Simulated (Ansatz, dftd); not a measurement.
Species: SiPH4, charge 0, doublet. SiPH4 (SMILES [SiH3][PH], doublet).
B3LYP-D3(BJ)/def2-TZVP minimum from Ansatz (a program for electronic structure):
```
Si
H 1 1.4808
H 1 1.4839 2 108.99
H 1 1.4839 2 108.99 3 -118.40
P 1 2.2606 2 109.00 3 120.80
H 5 1.4248 1 91.77 2 180.00
```
Charge 0, spin multiplicity 2.

Property: atomisation energy (electronic, to ground-state atoms), in kJ/mol. UHF or UKS for unpaired electrons; spin-orbit terms are left out. Correlated methods leave the cores frozen. Rows without X2C or -DK are non-relativistic. CBS(X,Y): correlation extrapolated as X^-3, Hartree-Fock from the larger set. A bracket is a step between two methods taken in the basis named. The functionals are non-relativistic, so their misses hold any scalar relativity. '+ core + X2C': CCSD(T) terms for core correlation (cc-pwCVTZ, 1s frozen past Ne) and scalar relativity (cc-pVTZ-DK). For partners of very few electrons the exact lower level stands in for a higher one.

```tsv
level	program	atomisation energy (kJ/mol)
HF/cc-pV(Q+d)Z	Ansatz	1154.8
PBE0-D4/def2-TZVPD	Ansatz + dftd4	[?]
wB97X-V/def2-TZVPD	Ansatz	1582.8
CCSD/CBS(cc-pV(T+d)Z,cc-pV(Q+d)Z)	Ansatz	[?]
CCSDT(Q)/aug-cc-pV(D+d)Z	Ansatz	[?]
CCSDT(Q)/cc-pV(D+d)Z	Ansatz	[?]
CCSDT(Q)/cc-pV(T+d)Z	Ansatz	[?]
CCSD(T)/CBS(cc-pV(T+d)Z,cc-pV(Q+d)Z) + [CCSDT(Q) - CCSD(T)]/cc-pV(T+d)Z + core + X2C	Ansatz	1550.8
```

Problem. Fill in the missing entries.

Solution. 
- PBE0-D4/def2-TZVPD, atomisation energy (kJ/mol): 1536.6
- CCSD/CBS(cc-pV(T+d)Z,cc-pV(Q+d)Z), atomisation energy (kJ/mol): 1538.8
- CCSDT(Q)/aug-cc-pV(D+d)Z, atomisation energy (kJ/mol): 1430.1
- CCSDT(Q)/cc-pV(D+d)Z, atomisation energy (kJ/mol): 1411.5
- CCSDT(Q)/cc-pV(T+d)Z, atomisation energy (kJ/mol): 1501.5
